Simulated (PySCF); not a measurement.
**Unknown compound**

The spectra below were simulated for a compound C$_{7}$H$_{12}$Si.

1H NMR (600 MHz, computed): δ 7.21 (d, 1H), 6.23 (m, 1H), 5.62 (t, 1H), 4.54 (m, 2H), 2.50 (sept, 1H), 1.11 (d, 6H).

13C{1H} NMR (computed): δ 180.4 (C), 156.7 (CH), 135.3 (CH), 122.6 (CH), 41.6 (CH), 23.7 (CH3, 2C).

Computed data (PySCF): shielding tensors at B3LYP/pcSseg-1 (GIAO), structure optimised with PBE0-D3(BJ)/def2-SVP. Isolated molecule, one computed conformer, non-relativistic, fast rotation and ring inversion assumed for equivalent nuclei.

References, each an isolated molecule treated in the same way: TMS for 1H (σ = 31.38 ppm), 13C (σ = 179.24 ppm).

Question: Deduce the structure.

Answer: 
The formula gives 3 degrees of unsaturation (1 ring in the answer). 6 carbon signals for 7 carbons: some carbons are equivalent by symmetry or fast rotation. Carbon types of the structure: 1 × C, 4 × CH, 2 × CH3, leaving 2 H on heteroatoms. δC 180.4: fully substituted alkene carbon. δC 156.7, 135.3, 122.6: alkene CH; as expected for a trigonal carbon in a double bond. δC 41.6: allylic sp3 CH; aliphatic region, no heteroatom directly attached. δC 23.7: methyl carbon; saturated and bonded to C and H only. δH 7.21, 6.23, 5.62: hydrogen on an alkene CH; olefinic region. δH 4.54: hydrogen on a silicon bonded to 2 C, in a 5-membered ring. δH 2.50: hydrogen on an allylic sp3 CH; allylic position.

Structure: SMILES CC(C)C1=C[SiH2]C=C1.

The data come from this structure; uniqueness wasn't tested.

Shifts are as computed. Against solution values, carbons near 30 ppm lie about +2 ppm off and those near 130 ppm about +6 ppm. Of 1309 compounds with measured shifts, 239 miss one by over three times the rms of a fit or turn the order of signals round; such compounds aren't used in these exercises. Multiplicities follow the n + 1 count of equivalent neighbours, as no J values were calculated; m marks all less simple cases, F and P coupling included.
